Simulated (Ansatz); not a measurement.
Computed with Ansatz on PBE0-D4/def2-TZVP structures; ΔE is electronic, products minus reactants. CCSD(T)/CBS is the MP2 limit (def2-TZVPP, def2-QZVPP) plus CCSD(T) − MP2 in def2-TZVPP, frozen cores. This one scheme is used for every species. DFT in def2-TZVPP. Each species was taken in one conformer, which may not be the lowest.

Consider the ligand exchange at a B–C bond: `BCC(O)=S` + `N=CO` → `BOC=N` + `CC(O)=S`.

```json
{"level": "PBE-D4", "ΔE (kJ/mol)": "-121.7"}
{"level": "ωB97X-V", "ΔE (kJ/mol)": "-131.6"}
```

Question: What does CCSD(T)/CBS give? (Estimate.)

Answer: The calculation gave: -132.7 kJ/mol. The listed levels differ from it by 11.0, 1.1 kJ/mol.

Largest T1 diagnostic among the species: 0.017.

In def2-TZVPP, CCSD(T) changes the Hartree–Fock value by +13.1 kJ/mol (the triples alone add +1.2 kJ/mol) and MP2 by +14.1 kJ/mol.
